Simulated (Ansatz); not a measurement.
Compare A (`CC[SiH2]SC`) with its isomer B (`CC[SiH2]CS`).

Computed with Ansatz on PBE0-D4/def2-TZVP structures; ΔE is electronic, products minus reactants. CCSD(T)/CBS adds triple-zeta CCSD(T) − MP2 to the extrapolated MP2 energy (def2 sets, frozen cores). DFT in def2-TZVPP. B3LYP here is the variant with VWN-RPA as its local correlation; programs differ in this. Each species was taken in one conformer, which may not be the lowest.

Question: Which isomer does CCSD(T)/CBS put lower? Give the gap. (Estimate.)

Answer: Ansatz gave: A, by 15.2 kcal/mol.

Question: Give E(B) − E(A) in kcal/mol with HF/def2-TZVPP, ωB97M-V, r2SCAN-D4, B3LYP-D4, PBE0-D4, MP2/def2-TZVPP, B3LYP. (Estimate.)

Answer: The calculation gave: HF/def2-TZVPP 16.2, ωB97M-V 14.9, r2SCAN-D4 16.0, B3LYP-D4 15.4, PBE0-D4 15.8, MP2/def2-TZVPP 15.4, B3LYP 15.7. None reverses the order clearly.

Largest T1 diagnostic: 0.010.

In def2-TZVPP, CCSD(T) changes the Hartree–Fock value by −1.6 kcal/mol (the triples alone add +0.0 kcal/mol) and MP2 by −0.8 kcal/mol.
